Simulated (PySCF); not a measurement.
Potential energy of GeH⁺ along the bond

Set-up: Ge def2-TZVPPD, H def2-TZVPPD; no relativity (PySCF 2.14). Energies in eV from Ge⁺ + H in their ground configurations at the same level. All curves are PBE0. state 1: ¹Σ⁺ (singlet), closed shell; state 2: ³Π (triplet), unpaired electrons σ ↑, π ↑, a second solution, started from another occupation.

| R (Å) | state 1 | state 2 |
| --- | --- | --- |
| 1.367 | -2.518 | -0.2859 |
| 1.431 | -2.787 | -0.5361 |
| 1.495 | -2.942 | -0.6917 |
| 1.542 | -3.001 | -0.7620 |
| 1.590 | -3.018 | -0.8026 |
| 1.638 | -3.002 | -0.8205 |
| 1.701 | -2.938 | -0.8194 |
| 1.781 | -2.807 | -0.7925 |
| 1.876 | -2.596 | -0.7418 |
| 2.003 | -2.260 | -0.6656 |

Task: Put a parabola through the three lowest points of the state 1 curve and estimate Re, k and ωe (reduced mass 0.9943 u; 1 eV/Å² = 0.16022 mdyn/Å; ωe = 1302.8·√(k/μ) cm⁻¹).

Result: Through R = 1.542, 1.59, 1.638 Å the second-order coefficient is 7.16 eV/Å², so Re ≈ 1.591 Å, k ≈ 2.29 mdyn/Å and ωe ≈ 1979 cm⁻¹. A polynomial fit of higher order to the unrounded PBE0 energies gives Re = 1.589 Å, k = 2.37 mdyn/Å, ωe = 2010 cm⁻¹; anharmonicity and rounding make the difference.

The higher-order fit for each curve: state 1: Re = 1.589 Å, ωe = 2010 cm⁻¹, De = 3.02 eV; state 2: Re = 1.665 Å, ωe = 1282 cm⁻¹, minimum 0.82 eV below the ground-state fragments.

For an ion De counts to the pair picked by the measured ionisation energies or electron affinities, which need not be the lowest pair at this level.
